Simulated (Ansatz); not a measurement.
Reaction (cleavage of the Si–Ga bond): `[SiH3][Ga]1[CH2][CH2]1` + `NC(O)(F)F` → `OC(F)(F)N[SiH3]` + `[CH2]1[CH2][GaH]1`

Calculated with Ansatz (gas phase, PBE0-D4/def2-TZVP geometries, no zero-point term in ΔE). CCSD(T)/CBS adds triple-zeta CCSD(T) − MP2 to the extrapolated MP2 energy (def2 sets, frozen cores). DFT in def2-TZVPP. B3LYP here is the variant with VWN-RPA as its local correlation; programs differ in this. For Ga outer-core shells are correlated without core-valence functions, which leaves a few kJ/mol of doubt a bond. Scalar relativity is left out up to krypton. One conformer a species, not always the lowest.

`[SiH3][Ga]1[CH2][CH2]1`:

Z-matrix (Å, degrees):
```
Si
Ga 1 2.539
H 1 1.497 2 110.8
H 1 1.495 2 121.2 3 126.5
H 1 1.495 2 106.3 3 -113.8
C 2 2.514 1 68.3 3 -73.7
C 2 2.242 1 101.3 3 -71.9
H 6 1.083 2 109.2 1 60.8
H 6 1.082 2 108.8 1 -67.3
H 7 1.085 2 101.8 1 117.4
H 7 1.085 2 102.2 1 -123.4
```

`NC(O)(F)F`:

Cartesian coordinates in Å:
```
N 0.541 -1.054 0.011
C 0.177 0.300 -0.014
O -1.173 0.504 0.023
F 0.754 0.937 1.036
F 0.685 0.879 -1.131
H 0.150 -1.534 -0.788
H 0.209 -1.487 0.862
H -1.343 1.454 0.001
```

`OC(F)(F)N[SiH3]`:

Cartesian coordinates in Å:
```
O -0.302 -2.168 -0.167
C 0.312 -0.971 -0.338
F 0.117 -0.484 -1.597
F 1.674 -1.176 -0.281
N -0.140 -0.037 0.579
Si -0.344 1.661 0.274
H 0.200 -2.836 -0.648
H -0.291 -0.421 1.497
H -0.660 2.230 1.608
H -1.460 1.930 -0.664
H 0.896 2.271 -0.265
```

`[CH2]1[CH2][GaH]1`:

Cartesian coordinates in Å:
```
C -0.241 -0.215 0.836
C 0.554 0.687 -0.157
Ga -0.473 -0.712 -1.025
H -1.052 0.269 1.376
H 0.354 -0.837 1.501
H 1.638 0.614 -0.105
H 0.235 1.724 -0.223
H -1.016 -1.531 -2.203
```

```csv
species,B3LYP-D4 energy (Eh)
`[SiH3][Ga]1[CH2][CH2]1`,-2294.85421
`NC(O)(F)F`,-369.76419
`OC(F)(F)N[SiH3]`,-660.51379
`[CH2]1[CH2][GaH]1`,-2004.08570
```

Task: Work out ΔE.

Result: ΔE = (-660.51379) + (-2004.08570) − (-2294.85421) − (-369.76419) = 0.01891 Eh = +11.9 kcal/mol. CCSD(T)/CBS gives +6.9 kcal/mol.

Largest T1 diagnostic among the species: 0.016.

In def2-TZVPP, CCSD(T) changes the Hartree–Fock value by +4.9 kcal/mol (the triples alone add +2.1 kcal/mol) and MP2 by +1.2 kcal/mol. From PBE to PBE0 (25 % exact exchange), in def2-TZVPP and without D4, ΔE moves by −4.7 kcal/mol. The D4 term adds +0.8 kcal/mol with B3LYP and +0.4 kcal/mol with PBE0; it sums over pairs of atoms, weighted by their polarisabilities, and B3LYP, whose exchange is more repulsive, gets the larger term.
